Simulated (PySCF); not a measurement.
Bi³⁺ (bismuth, charge +3) across methods

[Xe] 4f14 5d10 6s2, closed-shell 1S. All numbers are calculated (PySCF 2.14, scalar relativity by spin-free X2C-1e, in ANO-RCC-VTZP).

```csv
method,E (hartree),mean ε 5p (eV),mean ε 5d (eV),mean ε 6s (eV),Σ⟨r²⟩ (bohr²),⟨S²⟩
PBE,-21532.88,-124.36,-54.797,-39.929,41.31,0.000
r2SCAN,-21532.78,-126.75,-55.571,-40.101,41.24,0.000
UHF,-21526.61999,-143.63,-63.715,-42.910,41.47,0.000
PBE0,-21532.56,-129.54,-57.363,-40.941,41.28,0.000
LDA,-21519.88,-124.61,-55.018,-40.410,41.31,0.000
```

Spin-orbit coupling, which splits the p, d and f shells strongly at this Z, is absent.
